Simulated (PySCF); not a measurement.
Input file for PySCF: R-HF/STO-3G on AsClH4 (a complex), monomers drawn apart or pushed together.

```python
from pyscf import gto, scf, dft, mp
from pyscf.data.elements import chemcore

mol = gto.M(
    atom='''
    Cl    0.45832448   -1.35212139    0.35968767
    H    -0.71681046   -0.95719140    0.68776499
    As    0.18151499    0.61603333    3.20832806
    H    -0.70269628   -0.62605492    3.15617849
    H    -0.43716233    1.18094770    1.93339408
    H    -0.82502649    1.35724160    4.08507346
    ''',
    basis='sto-3g',
    charge=0, spin=0, verbose=3, max_memory=1800)
mf = scf.RHF(mol)
mf.conv_tol = 1e-8
mf.max_cycle = 100
mf.kernel()
if not mf.converged:
    mf = mf.newton().run(mf.mo_coeff, mf.mo_occ)
```

### Question
What total energy does the run end on?

### Answer
-2666.1381 hartree.
